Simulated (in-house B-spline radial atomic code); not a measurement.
Atomic self-consistent-field run: the lead ion Pb⁸⁺ (an excited or competing configuration). Method: Dirac-Hartree-Fock, average of the jj configuration, Fermi nucleus of rms radius 5.5012 fm. Calculated with an all-electron radial atomic-structure program (B-spline basis).

In the input, a minus or plus after the letter marks the j = l - 1/2 or j = l + 1/2 subshell.

Command:
```bash
python run_scf.py task.json out
```
Settings (nuclear radius in fm, mass in u):
```
Z                82
configuration    1s2 2s2 2p6 3s2 3p6 3d10 4s2 4p6 4d10 4f14 5s2 5p-1 5p+4 5d-4 5d+2 7g+1
hamiltonian      dirac
method           hf
spin_polarised   False
nucleus          fermi
rms_radius       5.5012
atomic_mass      207.97665
speed_of_light   137.035999084
```

Output (hartree, bohr):
```
 radial grid: 68 intervals, B-splines of order 8, outer radius 28.1609 bohr

 iter        energy (Eh)    residual
    1      -20879.731128    1.04e+00
    2      -20887.521318    2.57e-01
    3      -20888.814240    6.68e-02
    4      -20888.869630    2.44e-02
    5      -20888.876096    4.60e-03
    6      -20888.876451    2.80e-03
    7      -20888.876533    5.44e-05
    8      -20888.876533    6.53e-06
    9      -20888.876533    6.03e-07

 total energy                    -20888.87653
 kinetic                           24282.2614
 electron-nucleus                 -52469.3447
 electron-electron                  7298.2068

 first-order corrections (not in the total)
   Gaunt                            27.6738
   retardation                      -2.9335
   frequency dependence             -0.5639
   self-energy                      20.9707
   Uehling                          -4.4515
   Wichmann-Kroll                    0.2049
   recoil                            0.0329

 orbital      occ     eigenvalue          <r>       <r^2>       <1/r>     <1/r^2>       <r^4>       r_max    small
 1s1/2      2.000     -3261.3056     0.016054 0.000357422     101.241       25922 3.54065e-07    0.009847  9.78e-02
 2s1/2      2.000      -593.2544    0.0668802  0.00536103     25.0513     3761.19 5.07004e-05     0.05734  2.26e-02
 2p1/2      2.000      -568.8662    0.0549502  0.00378474     24.9603     1183.28 3.00683e-05     0.04204  2.26e-02
 2p3/2      4.000      -488.2687    0.0638258  0.00496227     19.9556     545.026 4.84043e-05     0.04972  1.99e-02
 3s1/2      2.000      -149.0637     0.173665   0.0346536     9.20037     867.176  0.00182167      0.1612  7.62e-03
 3p1/2      2.000      -138.1095     0.164402   0.0315821     9.09655     279.438   0.0015876      0.1504  7.55e-03
 3p3/2      4.000      -119.9045      0.18048   0.0378526     7.79497     131.062  0.00225233      0.1658  6.77e-03
 3d3/2      4.000      -102.1386     0.157056   0.0289641     7.67538     73.9545  0.00148641      0.1289  6.63e-03
 3d5/2      6.000       -98.2810     0.161976   0.0306794     7.38347     67.2401  0.00165032      0.1332  6.42e-03
 4s1/2      2.000       -39.2371     0.383766    0.166249     3.88999     222.275   0.0397641      0.3627  2.60e-03
 4p1/2      2.000       -34.4533     0.385718    0.169306     3.77503     70.5669   0.0423214      0.3608  2.50e-03
 4p3/2      4.000       -29.9431     0.417892    0.198396     3.34912     33.7894   0.0578966      0.3911  2.23e-03
 4d3/2      4.000       -22.1753     0.422276    0.205757     3.15248     18.0176   0.0662999      0.3827  2.03e-03
 4d5/2      6.000       -21.2924     0.433937    0.217107     3.04498     16.3163   0.0738378      0.3926  1.94e-03
 4f5/2      6.000       -11.1750     0.445344    0.235877     2.71265     9.05742    0.105415      0.3481  1.59e-03
 4f7/2      8.000       -10.9728     0.450681    0.241212     2.67606     8.79142    0.109539      0.3527  1.56e-03
 5s1/2      2.000       -11.0255     0.842996    0.792778     1.62873     48.1487    0.884735      0.7871  7.05e-04
 5p1/2      1.000        -9.4604     0.889129    0.885243     1.52738     14.6189     1.11981      0.8222  6.38e-04
 5p3/2      4.000        -8.3184     0.958095      1.0263     1.38505     7.16513     1.49761       0.887  5.62e-04
 5d3/2      4.000        -5.7727      1.10462     1.37473     1.17565     3.24892     2.78434       0.995  4.22e-04
 5d5/2      2.000        -5.6856      1.12469     1.42476     1.15332      3.0358     2.98209       1.016  4.14e-04
 7g9/2      1.000        -0.8490      6.76264     52.1906    0.199836   0.0682171     3706.62       7.573  2.64e-05
```

Run time, properties included: 1.4 s on 1 thread of Intel(R) Xeon(R) Platinum 8488C (shared host).

For the Dirac Hamiltonian the kinetic term is c α·p + (β - 1)c².
